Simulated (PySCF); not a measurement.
## Correlation energy of Ar (argon, neutral)

Starting occupation: [Ar]. Computed with PySCF 2.14 in an uncontracted even-tempered set (22 s from 0.0085 bohr⁻², ratio 2.6; 16 p from 0.011 bohr⁻², ratio 2.6; 3 d from 0.91 bohr⁻², ratio 2.8; 3 f from 1.4 bohr⁻², ratio 2.8), with X2C-1e with screened-nucleus spin-orbit coupling, Gaussian nucleus. Frozen: [Ne]; 8 electrons correlated; the 66 highest virtual spinors left out.

MP2 pair energies summed by pair of shells (mhartree):

| pair | energy | share (%) |
| --- | --- | --- |
| 3p3/2-3p3/2 | -55.97 | 31.0 |
| 3p1/2-3p3/2 | -55.42 | 30.6 |
| 3p3/2-3s1/2 | -30.66 | 17.0 |
| 3p1/2-3s1/2 | -15.41 | 8.5 |
| 3p1/2-3p1/2 | -14.33 | 7.9 |
| 3s1/2-3s1/2 | -9.05 | 5.0 |

Total MP2 correlation energy: -180.84 mhartree.

The virtual space was cut to 56 spinors, which keep -179.07 of the -180.84 mhartree of MP2 correlation.

```
  level  correlation energy (mhartree)
   CCSD                        -195.12
    (T)                          -4.56
CCSD(T)                        -199.68
```

Diagnostics: T1 = 0.0053, largest double amplitude 0.047.

Cost of the coupled-cluster step: about 50 core-seconds, for 8 occupied and 56 virtual spinors.

Iterations:

```
Init t2, MP2 energy = -0.179070271687606
CCSD nocc = 8, nmo = 64
Init t2, MP2 energy = -0.179070271687606
Init E_corr(GCCSD) = -0.179070271687606
cycle = 1  E_corr(GCCSD) = -0.191790984890335  dE = -0.0127207132  norm(t1,t2) = 0.0293093
cycle = 2  E_corr(GCCSD) = -0.1944934732825  dE = -0.00270248839  norm(t1,t2) = 0.00577768
cycle = 3  E_corr(GCCSD) = -0.195117873886992  dE = -0.000624400604  norm(t1,t2) = 0.00167231
cycle = 4  E_corr(GCCSD) = -0.195128550589428  dE = -1.06767024e-05  norm(t1,t2) = 0.000205748
cycle = 5  E_corr(GCCSD) = -0.195121288538631  dE = 7.2620508e-06  norm(t1,t2) = 5.95215e-05
cycle = 6  E_corr(GCCSD) = -0.195121742589847  dE = -4.54051216e-07  norm(t1,t2) = 9.29691e-06
cycle = 7  E_corr(GCCSD) = -0.195121717042831  dE = 2.55470152e-08  norm(t1,t2) = 8.53347e-07
cycle = 8  E_corr(GCCSD) = -0.195121708987712  dE = 8.05511949e-09  norm(t1,t2) = 6.80859e-08
GCCSD converged
E(GCCSD) = -528.8236143156508  E_corr = -0.195121708987712
```
